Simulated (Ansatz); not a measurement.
C4H8O, singlet, geometry from GFN2-xTB; R2SCAN/6-31G run with Ansatz (a quantum-chemistry and plane-wave program).

The Ansatz input:
Ansatz 0.2 input:
```yaml
crystal:
  periodic: [false, false, false]
  atoms:
    - {symbol: C, position_ang: [-0.14951409, 1.22743807, -0.21133895]}
    - {symbol: C, position_ang: [1.03239784, 0.53846414, 0.46684740]}
    - {symbol: C, position_ang: [0.84322136, -0.90563503, 0.00313845]}
    - {symbol: O, position_ang: [-0.55256836, -1.10617076, -0.15121029]}
    - {symbol: C, position_ang: [-1.22416573, 0.14359317, -0.11991759]}
    - {symbol: H, position_ang: [-0.45054046, 2.14977571, 0.27968171]}
    - {symbol: H, position_ang: [0.08631535, 1.43951081, -1.25488009]}
    - {symbol: H, position_ang: [1.99653334, 0.94504278, 0.17083741]}
    - {symbol: H, position_ang: [0.93514390, 0.60330060, 1.55126604]}
    - {symbol: H, position_ang: [1.22175649, -1.64089471, 0.71825128]}
    - {symbol: H, position_ang: [1.33785285, -1.07121204, -0.96464259]}
    - {symbol: H, position_ang: [-1.78029510, 0.22418567, 0.82463701]}
    - {symbol: H, position_ang: [-1.93785576, 0.17649535, -0.94784448]}
basis:
  gaussian:
    orbitals: 6-31G
hamiltonian:
  xc: r2scan
output: {forces: true}
```

Problem. Write the output that Ansatz gives for this input, abridged.

Solution. 
```
Functional definition: r2SCAN
839 factors; integrals over basis functions are off by at most 1.7e-4 eV
mean field evaluation 1: about -6313.4756 eV, gradient 5.0e1 eV
mean field evaluation 2: about -6309.3782 eV, gradient 6.6e1 eV
mean field evaluation 4: about -6319.4695 eV, gradient 3.5e0 eV
mean field evaluation 8: about -6319.4734 eV, gradient 6.6e-2 eV
mean field -6319.47345155 eV, -232.2363658515 hartree, gradient 5.3e-5 eV, S^2 0.000000; 0 other end points of the search recorded, 0 dependent functions left out
the calculation of the forces begins
reference -6319.47345842 eV, -232.2363661041 hartree; 20, 20 occupied and 41, 41 virtual orbitals, 839 factors
Total energy: -6319.47345842 eV, -232.2363661041 hartree
Atom 0 at    -0.149514     1.227438    -0.211339 Å, force    -0.110528     0.055802    -0.061639 eV/Å
Atom 1 at     1.032398     0.538464     0.466847 Å, force     0.103805    -0.073718     0.058385 eV/Å
Atom 2 at     0.843221    -0.905635     0.003138 Å, force     1.508919    -0.260653     0.036478 eV/Å
Atom 3 at    -0.552568    -1.106171    -0.151210 Å, force    -0.654085    -1.308127    -0.160596 eV/Å
Atom 4 at    -1.224166     0.143593    -0.119918 Å, force    -1.121824     1.042975     0.055063 eV/Å
Atom 5 at    -0.450540     2.149776     0.279682 Å, force    -0.050940     0.246956     0.056215 eV/Å
Atom 6 at     0.086315     1.439511    -1.254880 Å, force     0.052592     0.107258    -0.233868 eV/Å
Atom 7 at     1.996533     0.945043     0.170837 Å, force     0.230087     0.114939    -0.004337 eV/Å
Atom 8 at     0.935144     0.603301     1.551266 Å, force     0.025578     0.045828     0.256533 eV/Å
Atom 9 at     1.221756    -1.640895     0.718251 Å, force     0.092123    -0.066200     0.040202 eV/Å
Atom 10 at     1.337853    -1.071212    -0.964643 Å, force     0.141016    -0.027547    -0.063149 eV/Å
Atom 11 at    -1.780295     0.224186     0.824637 Å, force    -0.113982     0.077763     0.066477 eV/Å
Atom 12 at    -1.937856     0.176495    -0.947844 Å, force    -0.102763     0.044725    -0.045764 eV/Å
Dipole moment:     0.197804     0.395552     0.053108 e Å
```
